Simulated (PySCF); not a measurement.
System: CH$_{8}$BO$_{2}$Si, net charge 1, singlet state. It need not be the lowest isomer of its formula. SMILES: C[SiH2]B(O)[OH2+]
Structure (B3LYP-D3(BJ)/def2-TZVP (Ansatz) minimum search):
```
Si
H 1 1.4796
H 1 1.4843 2 109.11
C 1 1.8649 2 113.93 3 128.34
H 4 1.0905 1 111.65 2 177.50
H 4 1.0912 5 108.71 1 123.24
H 4 1.0913 5 108.01 6 116.47
B 1 2.0387 2 104.33 3 -110.51
O 8 1.3206 1 137.29 2 -83.40
H 9 0.9649 8 119.31 1 -0.35
O 8 1.5095 9 106.17 10 -179.54
H 11 0.9711 8 123.22 9 -176.22
H 11 0.9769 12 115.03 8 -176.65
```
Charge +1, spin multiplicity 1.

Dispersion corrections to the total energy (kcal/mol) from the dftd3 and dftd4 libraries through PySCF: D3(BJ) without and D4 with the three-body term, each with the damping fitted for the functional named.

| functional | D3(BJ) | D4 |
|---|---|---|
| PBE | [?] | -4.72 |
| B2GP-PLYP | -3.85 | -2.01 |
| TPSS | -7.11 | -6.36 |
| PW6B95 | -2.98 | -4.05 |
| revPBE | [?] | -14.39 |
| CAM-B3LYP | [?] | -4.06 |
| BLYP | -11.92 | -10.33 |

**Question.** Complete the blanks.

**Answer.** 
- PBE, D3(BJ): -5.61
- revPBE, D3(BJ): -13.83
- CAM-B3LYP, D3(BJ): -4.55
